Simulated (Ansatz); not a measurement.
## Molecular dynamics of C2H10BFSi2

The input (input.yaml):

```yaml
crystal:
  periodic: [false, false, false]
  atoms:
    - { symbol: B, position_ang: [-0.595418, 0.017875, 2.113466] }
    - { symbol: Si, position_ang: [0.055427, -0.1662, 0.223129] }
    - { symbol: C, position_ang: [-0.543583, -1.751988, -0.63791] }
    - { symbol: C, position_ang: [1.940565, -0.003134, 0.04183] }
    - { symbol: Si, position_ang: [-0.916279, 1.655737, -0.916778] }
    - { symbol: F, position_ang: [-0.417697, 1.600814, -2.466785] }
    - { symbol: H, position_ang: [-1.638883, -0.45281, 2.465346] }
    - { symbol: H, position_ang: [0.00137, 0.668479, 2.922757] }
    - { symbol: H, position_ang: [-1.629085, -1.868281, -0.547339] }
    - { symbol: H, position_ang: [-0.073932, -2.636988, -0.19251] }
    - { symbol: H, position_ang: [-0.290735, -1.742402, -1.70382] }
    - { symbol: H, position_ang: [2.23343, 0.040537, -1.012936] }
    - { symbol: H, position_ang: [2.450175, -0.862282, 0.493732] }
    - { symbol: H, position_ang: [2.310714, 0.902301, 0.534959] }
    - { symbol: H, position_ang: [-0.501481, 2.973794, -0.353489] }
    - { symbol: H, position_ang: [-2.407387, 1.601947, -0.919251] }
basis:
  gaussian: { orbitals: "6-31G*" }
hamiltonian:
  xc: b3lyp
  dispersion: d4
md:
  timestep: 0.25
  n_steps: 300
  ensemble: nve
  temperature: 1000.0
  initial_velocities: maxwell_boltzmann
  seed: 94943
scf:
  lower_state_search: "off"
```

Run as:

```bash
$ ansatz run input.yaml --threads 2 --pin off --max-ram 3072MiB --backend cpu --events-out ev --progress --plain --runs-dir out
```

It starts from a relaxed structure.

Output, in part (step lines, the closing report, with atoms numbered from 0):

```
md step     0: t =     0.00 fs  T =  1000.0 K  F+E_penalty+E_count = -21387.49292266 eV  E_kin = 1.809640 eV  conserved = -21385.68328268 eV  (15 SCF iters)
[... lines left out ...]
Total energy: -21386.59152850 eV, -785.9427423201 hartree
Atom 0 at    -0.561737    -0.229961     2.175121 Å, force    -0.487700    -0.625852    -1.057089 eV/Å
Atom 1 at     0.084135    -0.020843     0.237216 Å, force    -0.627010    -1.030795     1.023134 eV/Å
Atom 2 at    -0.603287    -1.456598    -0.848494 Å, force     2.383746     1.257145    -0.682673 eV/Å
Atom 3 at     1.964702     0.025047     0.148308 Å, force    -1.218218     1.888029    -0.543063 eV/Å
Atom 4 at    -0.878146     1.717447    -0.943643 Å, force     0.439108     2.013598     2.835629 eV/Å
Atom 5 at    -0.547293     1.188212    -2.371428 Å, force    -0.180935    -0.803457    -2.885925 eV/Å
Atom 6 at    -1.536632    -1.015265     2.137844 Å, force     0.739400     0.819717     0.762540 eV/Å
Atom 7 at    -0.058229     0.269136     3.152272 Å, force    -0.392428    -0.259432    -0.131721 eV/Å
Atom 8 at    -1.301417    -1.124842    -1.580315 Å, force    -0.664737     0.255125    -0.739379 eV/Å
Atom 9 at    -0.986525    -2.273134    -0.349746 Å, force    -1.111031    -1.817049     1.505275 eV/Å
Atom 10 at     0.285768    -1.849157    -1.382998 Å, force    -0.345621     0.183727    -0.095817 eV/Å
Atom 11 at     2.287313     0.334744    -0.820824 Å, force     0.159700     0.604057    -1.074120 eV/Å
Atom 12 at     2.510085    -0.842632     0.284819 Å, force     0.842440    -2.222710     0.939381 eV/Å
Atom 13 at     2.265925     0.797918     0.835860 Å, force     0.500366     0.292479     0.496448 eV/Å
Atom 14 at    -0.077577     2.992683    -0.845877 Å, force    -0.223387    -0.090519     0.104729 eV/Å
Atom 15 at    -2.291678     2.144390    -0.605531 Å, force     0.186309    -0.464062    -0.457348 eV/Å
Dipole moment:     0.048517    -0.065432     0.144162 e Å
```

The steps, from the saved trajectory:

```json
{"time (fs)": "0.0", "T (K)": "1000", "potential energy less start (eV)": "0.000", "conserved less start (meV/atom)": "0.00"}
{"time (fs)": "2.5", "T (K)": "651", "potential energy less start (eV)": "0.633", "conserved less start (meV/atom)": "0.14"}
{"time (fs)": "5.0", "T (K)": "643", "potential energy less start (eV)": "0.647", "conserved less start (meV/atom)": "0.07"}
{"time (fs)": "7.5", "T (K)": "429", "potential energy less start (eV)": "1.036", "conserved less start (meV/atom)": "0.10"}
{"time (fs)": "10.0", "T (K)": "422", "potential energy less start (eV)": "1.047", "conserved less start (meV/atom)": "0.07"}
{"time (fs)": "12.5", "T (K)": "460", "potential energy less start (eV)": "0.979", "conserved less start (meV/atom)": "0.10"}
{"time (fs)": "15.0", "T (K)": "467", "potential energy less start (eV)": "0.966", "conserved less start (meV/atom)": "0.11"}
{"time (fs)": "17.5", "T (K)": "639", "potential energy less start (eV)": "0.654", "conserved less start (meV/atom)": "0.04"}
{"time (fs)": "20.0", "T (K)": "564", "potential energy less start (eV)": "0.791", "conserved less start (meV/atom)": "0.13"}
{"time (fs)": "22.5", "T (K)": "689", "potential energy less start (eV)": "0.563", "conserved less start (meV/atom)": "0.05"}
{"time (fs)": "25.0", "T (K)": "525", "potential energy less start (eV)": "0.861", "conserved less start (meV/atom)": "0.12"}
{"time (fs)": "27.5", "T (K)": "585", "potential energy less start (eV)": "0.751", "conserved less start (meV/atom)": "0.06"}
{"time (fs)": "30.0", "T (K)": "386", "potential energy less start (eV)": "1.114", "conserved less start (meV/atom)": "0.13"}
{"time (fs)": "32.5", "T (K)": "471", "potential energy less start (eV)": "0.957", "conserved less start (meV/atom)": "0.04"}
{"time (fs)": "35.0", "T (K)": "339", "potential energy less start (eV)": "1.198", "conserved less start (meV/atom)": "0.13"}
{"time (fs)": "37.5", "T (K)": "486", "potential energy less start (eV)": "0.932", "conserved less start (meV/atom)": "0.08"}
{"time (fs)": "40.0", "T (K)": "490", "potential energy less start (eV)": "0.923", "conserved less start (meV/atom)": "0.07"}
{"time (fs)": "42.5", "T (K)": "493", "potential energy less start (eV)": "0.919", "conserved less start (meV/atom)": "0.08"}
{"time (fs)": "45.0", "T (K)": "492", "potential energy less start (eV)": "0.921", "conserved less start (meV/atom)": "0.09"}
{"time (fs)": "47.5", "T (K)": "370", "potential energy less start (eV)": "1.142", "conserved less start (meV/atom)": "0.12"}
{"time (fs)": "50.0", "T (K)": "513", "potential energy less start (eV)": "0.881", "conserved less start (meV/atom)": "0.06"}
{"time (fs)": "52.5", "T (K)": "447", "potential energy less start (eV)": "1.002", "conserved less start (meV/atom)": "0.12"}
{"time (fs)": "55.0", "T (K)": "534", "potential energy less start (eV)": "0.844", "conserved less start (meV/atom)": "0.06"}
{"time (fs)": "57.5", "T (K)": "446", "potential energy less start (eV)": "1.005", "conserved less start (meV/atom)": "0.10"}
{"time (fs)": "60.0", "T (K)": "449", "potential energy less start (eV)": "0.999", "conserved less start (meV/atom)": "0.10"}
{"time (fs)": "62.5", "T (K)": "458", "potential energy less start (eV)": "0.983", "conserved less start (meV/atom)": "0.10"}
{"time (fs)": "65.0", "T (K)": "559", "potential energy less start (eV)": "0.799", "conserved less start (meV/atom)": "0.05"}
{"time (fs)": "67.5", "T (K)": "523", "potential energy less start (eV)": "0.864", "conserved less start (meV/atom)": "0.10"}
{"time (fs)": "70.0", "T (K)": "502", "potential energy less start (eV)": "0.903", "conserved less start (meV/atom)": "0.09"}
{"time (fs)": "72.5", "T (K)": "453", "potential energy less start (eV)": "0.991", "conserved less start (meV/atom)": "0.09"}
{"time (fs)": "75.0", "T (K)": "503", "potential energy less start (eV)": "0.902", "conserved less start (meV/atom)": "0.09"}
```

The run went to its last step. The conserved energy stayed within 0.17 meV per atom of its start (net change 0.091 meV per atom), so the integration is sound. The temperature averaged 0.48 of the 1000 K drawn at the start: a run that starts near a minimum puts about half its kinetic energy into the potential. A run of 0.075 ps of so small a system gives no equilibrium averages.

The same pairs are bonded in the first frame and the last. Pairs count as bonded within 1.25 times the sum of covalent radii (0.12 Å more for H–H).

Last frame:

```xyz
16
Properties=species:S:1:pos:R:3
B -0.562 -0.230 2.175
Si 0.084 -0.021 0.237
C -0.603 -1.457 -0.849
C 1.965 0.025 0.148
Si -0.878 1.717 -0.944
F -0.547 1.188 -2.371
H -1.537 -1.015 2.138
H -0.058 0.269 3.152
H -1.301 -1.125 -1.580
H -0.987 -2.273 -0.350
H 0.286 -1.849 -1.383
H 2.287 0.335 -0.821
H 2.510 -0.843 0.285
H 2.266 0.798 0.836
H -0.078 2.993 -0.846
H -2.292 2.144 -0.606
```

The run took 29 min on 2 threads of Arm Neoverse N1, with other jobs on the host, peak memory 0.26 GiB.
